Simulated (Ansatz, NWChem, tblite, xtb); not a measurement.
## C2H7BClN (SMILES CNB(C)Cl): methods side by side

The species is C2H7BClN (12 atoms), meant as a singlet with charge 0. SMILES: `CNB(C)Cl`. Geometry: relaxed at PBE0-D4/def2-TZVP. This is one conformer, not always the lowest.

```xyz
12

C    -1.5567    0.7650   -0.9334
N    -0.5613   -0.1312   -0.3951
B     0.5504    0.1525    0.3882
C     1.5366   -0.9541    0.8918
Cl    0.8754    1.8502    0.8445
H    -1.5812    0.7202   -2.0261
H    -2.5548    0.5216   -0.5576
H    -1.3203    1.7857   -0.6386
H    -0.7088   -1.1002   -0.6301
H     1.2609   -1.9590    0.5615
H     1.5837   -0.9568    1.9847
H     2.5532   -0.7489    0.5439
```

Quantity: the dipole moment, in D. The values are calculated.

```json
{"level": "IPEA1-xTB", "kind": "semi-empirical", "program": "tblite", "value (D)": "4.36", "CPU time": "under 2 s"}
{"level": "GFN2-xTB", "kind": "semi-empirical", "program": "tblite", "value (D)": "3.50", "CPU time": "under 2 s"}
{"level": "GFN1-xTB", "kind": "semi-empirical", "program": "tblite", "value (D)": "3.57", "CPU time": "under 2 s"}
{"level": "GFN0-xTB", "kind": "semi-empirical", "program": "xtb", "value (D)": "3.04", "CPU time": "under 2 s"}
{"level": "HF/STO-3G", "kind": "Hartree–Fock", "program": "NWChem", "value (D)": "3.29", "CPU time": "4.2 s"}
{"level": "HF/3-21G", "kind": "Hartree–Fock", "program": "Ansatz", "value (D)": "3.55", "CPU time": "6 s"}
{"level": "HF/def2-SVP", "kind": "Hartree–Fock", "program": "Ansatz", "value (D)": "2.66", "CPU time": "17 s"}
{"level": "PBE/def2-SVPD", "kind": "GGA", "program": "Ansatz", "value (D)": "2.72", "CPU time": "50 s"}
{"level": "r2SCAN/6-31G** (spherical functions)", "kind": "meta-GGA", "program": "Ansatz", "value (D)": "2.92", "CPU time": "39 s"}
{"level": "B3LYP/6-31G* (spherical functions)", "kind": "global hybrid", "program": "Ansatz", "value (D)": "2.90", "CPU time": "30 s"}
```

The values span 2.66 to 4.36 D. Sets without polarisation functions give poor dipoles. Without the sets that lack polarisation functions the rows with a basis span only 2.66 to 2.92 D. Times are those of the runs behind each value, whatever else they computed, on shared processors of several kinds: orders of magnitude only.
